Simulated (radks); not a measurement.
The numbers below are computed, except where a source is named.
Species: the calcium ion Ca4+. Configuration: [Ne] 3s2 3p3.5 4f0.5 (fractional occupations, a model configuration). Code: a radial shooting solver on a logarithmic mesh with Libxc functionals. Model: scalar-relativistic Kohn-Sham, exchange-only r2SCAN, spin-polarised, spherical densities, finite nucleus; open shells are filled with parallel spins first; meta-GGA in the generalised Kohn-Sham scheme; Fermi nuclear charge, rms radius 3.4776 fm.

Local quantities along the radius. ELF = 1/(1 + alpha^2) is the electron localisation function; alpha = (tau - tau_W)/tau_unif compares the Pauli kinetic energy density with that of the uniform gas (summed over spins); s = |grad rho|/(2 (3 pi^2)^(1/3) rho^(4/3)) is the reduced gradient. tau is taken from the large components.

r (bohr)	ELF	alpha	s
0.004274	1.000	0.01359	0.4323
0.004897	1.000	0.01397	0.4301
0.00561	1.000	0.01444	0.4291
0.006428	1.000	0.01503	0.4294
0.007306	1.000	0.01571	0.4307
0.00837	1.000	0.01659	0.4333
0.009589	1.000	0.01769	0.4373
0.01099	1.000	0.01906	0.4427
0.01259	1.000	0.02078	0.4497
0.01442	0.999	0.02296	0.4585
0.01639	0.999	0.02557	0.4685
0.01878	0.999	0.02915	0.4814
0.02151	0.999	0.03390	0.4970
0.02465	0.998	0.04031	0.5156
0.02824	0.998	0.04917	0.5378
0.03209	0.996	0.06085	0.5625
0.03677	0.994	0.07872	0.5933
0.04212	0.989	0.1055	0.6293
0.04826	0.979	0.1469	0.6708
0.05529	0.957	0.2125	0.7168
0.06284	0.912	0.3111	0.7616
0.072	0.813	0.4790	0.8042
0.08249	0.645	0.7426	0.8276
0.0945	0.446	1.114	0.8091
0.1083	0.303	1.515	0.7256
0.1231	0.251	1.730	0.5904
0.141	0.276	1.621	0.4340
0.1615	0.384	1.267	0.3251
0.1851	0.550	0.9036	0.2902
0.212	0.704	0.6491	0.3155
0.2429	0.800	0.4996	0.3787
0.2761	0.845	0.4276	0.4615
0.3163	0.858	0.4070	0.5728
0.3624	0.831	0.4517	0.7116
0.4151	0.723	0.6196	0.8762
0.4756	0.458	1.089	1.031
0.5406	0.198	2.014	1.050
0.6193	0.113	2.806	0.7814
0.7096	0.189	2.071	0.4157
0.8129	0.496	1.008	0.3039
0.9314	0.781	0.5292	0.3964
1.059	0.871	0.3849	0.5576
1.213	0.884	0.3621	0.7808
1.389	0.845	0.4283	1.078
1.592	0.708	0.6414	1.493
1.824	0.349	1.366	2.072
2.073	0.060	3.946	2.662
2.375	0.009	10.80	2.702
2.721	0.005	14.35	1.731
3.117	0.007	12.11	1.149
3.571	0.009	10.68	1.285
4.091	0.009	10.73	1.772
4.65	0.007	12.11	2.505
5.327	0.004	15.72	3.748
6.104	0.002	23.89	5.894
6.993	0.001	43.43	9.903
8.012	0.000	96.74	18.07
9.106	0.000	253.2	34.87

On this mesh the ELF has minima near r = 0.12, 0.62 bohr, which separate the shells, and maxima near 0.32 (0.86), 1.2 (0.88).

Self-consistent cycle (total energy in hartree, residual of the potential): 1: -671.634695, 6e+00; 2: -672.948841, 3e+00; 3: -673.749932, 2e-01; 4: -673.752892, 8e-02; 5: -673.754228, 7e-03; 6: -673.754236, 5e-04; 7: -673.754239, 2e-04; 8: -673.754239, 2e-04; 9: -673.754239, 9e-05; 10: -673.754239, 1e-05; 11: -673.754239, 3e-06; 12: -673.754239, 3e-06; 13: -673.754239, 2e-06.
